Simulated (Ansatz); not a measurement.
CH6AlGa, 9 atoms. The species carries charge 0 and has multiplicity 1. Correlated methods include outer-core shells of Ga, which these sets cover unevenly. Scalar relativity is left out up to krypton. The bonds changed during the relaxation, so this is another structure than the one it started from. All runs use 2 threads of an Arm Neoverse V1 on a shared host. Correlated methods freeze the cores.

Task: How many basis functions does each run have, and how long does it take in Ansatz? RKS B2PLYP (frozen core)/def2-TZVPP energy; RKS ωB97X-V/def2-TZVPP energy; RKS revPBE-D4/def2-TZVPP energy; RKS CAM-B3LYP-D4/def2-TZVPP energy; RHF-CCSD(T)/def2-SVP energy; RKS ωB97M-V/def2-QZVPP energy; RKS PBE0-D4/def2-SVP energy; RKS PBE0-D4/def2-TZVP frequencies; direct RPA on PBE orbitals/def2-TZVPP energy; RHF-CCSD(T)/def2-TZVPP energy; RKS ωB97M-V/def2-SVP energy; RHF-MP2/def2-QZVPP energy. (Best estimate.)

Result: Ansatz gave: Other jobs shared the machine, so times are rough.

| level | job | functions | wall time | peak host memory (GiB) |
| --- | --- | --- | --- | --- |
| RKS PBE0-D4/def2-SVP | energy | 94 | 1.6 s | 0.18 |
| RKS revPBE-D4/def2-TZVPP | energy | 205 | 3 s | 0.24 |
| RHF-CCSD(T)/def2-SVP | energy | 94 | 3.8 s | 0.31 |
| RKS CAM-B3LYP-D4/def2-TZVPP | energy | 205 | 4.2 s | 0.51 |
| direct RPA on PBE orbitals/def2-TZVPP | energy | 205 | 6 s | 0.43 |
| RKS B2PLYP (frozen core)/def2-TZVPP | energy | 205 | 6.5 s | 0.43 |
| RKS ωB97M-V/def2-SVP | energy | 94 | 7.5 s | 0.27 |
| RKS ωB97X-V/def2-TZVPP | energy | 205 | 11 s | 0.57 |
| RHF-MP2/def2-QZVPP | energy | 396 | 23 s | 1.9 |
| RKS ωB97M-V/def2-QZVPP | energy | 396 | 28 s | 1.4 |
| RHF-CCSD(T)/def2-TZVPP | energy | 205 | 74 s | 2.5 |
| RKS PBE0-D4/def2-TZVP | frequencies | 152 | 2.2 min | 0.35 |
